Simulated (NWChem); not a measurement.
System: TiOCl2; SMILES [O]=[Ti]([Cl])[Cl]

```xyz
4

Ti    -0.2753     0.0942     0.0000
Cl     0.6581    -0.0302     2.0065
Cl     0.6581    -0.0302    -2.0065
O     -1.8161     0.3900     0.0000
```
Atoms are numbered in this order, from 1.

Computed with NWChem. Pople sets run with spherical d functions. STO-3G and 3-21G are far too small for this property and stand as cheap habits. Geometry: optimised at PBE0/def2-SVP. GIAO values for the isolated, static molecule; σ is the absolute isotropic shielding, δ = σ(reference) − σ with the isolated reference molecule computed at the same levels (17O: water).

For level Hartree-Fock/STO-3G:

* **σ Ti1 (ppm)**: 1132.3
* **σ Cl2 (ppm)**: 1145.4
* **δ O4 (ppm)**: 754.9

Question: Estimate the same quantities for level B3LYP/6-31G*.

Answer: The σ Ti1 (ppm) comes out as -450.3. The σ Cl2 (ppm) is 293.9 and the δ O4 (ppm) comes out as 1240.6.
